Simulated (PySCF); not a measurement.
BrCl3Ge, SMILES [Cl][Ge]([Cl])([Cl])[Br] (PBE0/def2-SVP optimised geometry):

```
5

Cl     1.412    -1.007     0.000
Ge    -0.718    -1.007     0.000
Cl    -1.412     1.007     0.000
Cl    -1.412    -1.978    -1.764
Br    -1.493    -2.094     1.840
```

Computed with PBE0/def2-TZVP (PySCF 2.14.0).

**Question.** What are the frontier orbital energies and the dipole moment?

**Answer.** HOMO-2 -9.62 eV, HOMO-1 -9.21 eV, HOMO -9.21 eV, LUMO -2.53 eV, LUMO+1 0.09 eV; dipole moment 0.39 D.

Meta-Löwdin charges at PBE0/def2-TZVP: Cl1 -0.24, Ge2 0.91, Cl3 -0.24, Cl4 -0.24, Br5 -0.19.
